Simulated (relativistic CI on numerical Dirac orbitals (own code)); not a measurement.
# d8 in a ligand field

Computed with a parametric ligand-field model of a d^n configuration (Racah B and C, spin-orbit zeta, crystal field), exact diagonalisation.

Field parameters in Wybourne normalisation: Oh B⁴₀ = 21Dq, B⁴₄ = √(5/14) B⁴₀. The field is a parameter set, without covalency.

B = 560 cm⁻¹, C = 2410 cm⁻¹ (C/B = 4.30), Oh, no spin-orbit coupling. Tanabe-Sugano data, E/B above the lowest term (Δ = |10Dq|; b, c mark the second and third term of a kind):

```csv
Δ/B,3A2,3T2,3T1,1E,1T2,1A1
1.0,0.00,1.00,1.79,14.33,15.00,21.38
3.0,0.00,3.00,5.29,15.18,17.61,22.75
5.0,0.00,5.00,8.68,15.61,20.02,23.91
7.0,0.00,7.00,11.92,15.85,22.32,24.89
9.0,0.00,9.00,15.00,16.00,24.52,25.72
11.0,0.00,11.00,17.92,16.10,26.68,26.42
13.0,0.00,13.00,20.68,16.17,28.80,27.02
15.0,0.00,15.00,23.29,16.22,30.89,27.54
17.0,0.00,17.00,25.79,16.27,32.96,27.98
19.0,0.00,19.00,28.19,16.30,35.02,28.36
21.0,0.00,21.00,30.51,16.33,37.07,28.70
23.0,0.00,23.00,32.78,16.35,39.12,29.00
25.0,0.00,25.00,35.00,16.37,41.15,29.26
27.0,0.00,27.00,37.18,16.39,43.18,29.49
29.0,0.00,29.00,39.34,16.40,45.21,29.70
31.0,0.00,31.00,41.47,16.42,47.24,29.89
33.0,0.00,33.00,43.58,16.43,49.26,30.05
35.0,0.00,35.00,45.68,16.44,51.28,30.21
37.0,0.00,37.00,47.77,16.45,53.29,30.35
39.0,0.00,39.00,49.84,16.46,55.31,30.48
41.0,0.00,41.00,51.91,16.46,57.32,30.59
43.0,0.00,43.00,53.97,16.47,59.34,30.70
45.0,0.00,45.00,56.03,16.48,61.35,30.80
47.0,0.00,47.00,58.08,16.48,63.36,30.89
```

The ground term stays 3A2.
